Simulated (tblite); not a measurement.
Isomers of C6H9ClOSi. All values are computed: GFN2-xTB (tblite) harmonic vibrations without scaling, gas phase. The method is semi-empirical: single wavenumbers can be off by several per cent or more. Modes of hydrogen on silicon can be 10 to 20 % off. One conformer each.

Electronic energies: GFN2-xTB at the same geometries; isomer energies are rough at this level and their order can be wrong.

```
                      SMILES  electronic energy, lowest = 0 (kcal/mol)
CC1=C(C=O)[C@@H]([SiH2]Cl)C1                                      29.8
     CC1=C(C=O)C[Si@H](Cl)C1                                      18.9
       [SiH3]OC1=CCC/C1=C\Cl                                       0.0
```

Q: How do GFN2-xTB zero-point energies change the relative energies?

A: 
```tsv
SMILES	ZPE (kcal/mol)	of it from modes above 1550 cm⁻¹	electronic (kcal/mol)	with ZPE, lowest = 0 (kcal/mol)	lowest mode (cm⁻¹)	rings
[SiH3]OC1=CCC/C1=C\Cl	80.5	40.5	0.0	0.0	50	1
CC1=C(C=O)C[Si@H](Cl)C1	82.9	42.0	18.9	21.3	24	1
CC1=C(C=O)[C@@H]([SiH2]Cl)C1	81.1	41.1	29.8	30.4	30	1
```

The zero-point energies span 2.4 kcal/mol, from `[SiH3]OC1=CCC/C1=C\Cl` to `CC1=C(C=O)C[Si@H](Cl)C1`. The order is unchanged.
